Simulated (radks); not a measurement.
Neutral palladium inside a hard spherical wall (all orbitals vanish at R), configuration held at [Kr] 4d10 and not refilled when levels cross. Calculated with a radial shooting solver on a logarithmic mesh with Libxc functionals: scalar-relativistic Kohn-Sham, LDA (Slater exchange, Perdew-Wang correlation), spin-polarised, spherical densities, finite nucleus; Fermi nuclear charge, rms radius 4.5318 fm. Eigenvalues in eV for spin up, with the zero of energy where the potential of the charges vanishes at infinity; a dash marks a level that is unbound or too diffuse for the functional's potential to be trusted. A positive occupied level is held by the wall or, in an anion where self-interaction has pushed it up, behind a barrier. The pressure on the wall is -dE/dV.

R (bohr)	E (hartree)	kinetic (hartree)	e(3d)	e(4s)	e(4p)	e(4d)	e(5s, empty)	e(5p, empty)	pressure (GPa)
free	-5041.03629	5227.132	-325.95	-85.431	-51.361	-4.309	-3.611	-0.356	0
20	-5041.03629	5227.132	-325.95	-85.431	-51.361	-4.309	-3.611	-0.351	< 0.0001
15	-5041.03629	5227.132	-325.95	-85.431	-51.361	-4.309	-3.611	-0.324	< 0.0001
8	-5041.03526	5227.141	-325.85	-85.336	-51.268	-4.224	-3.472	0.402	0.0462
5	-5040.98768	5227.410	-324.04	-83.634	-49.611	-2.717	-1.031	4.898	6.28
3.5	-5040.58623	5229.197	-316.76	-77.275	-43.525	3.202	9.748	19.780	140
3	-5039.98133	5231.679	-309.71	-71.580	-38.094	8.990	21.704	34.882	493
2.5	-5038.27514	5238.559	-295.58	-61.019	-27.781	20.819	48.604	66.906	2150
2	-5032.42468	5261.341	-263.39	-38.239	-4.171	49.032	117.99	144.16	12600
1.5	-5006.82783	5349.109	-181.84	27.558	67.412	132.44	330.28	366.35	108000
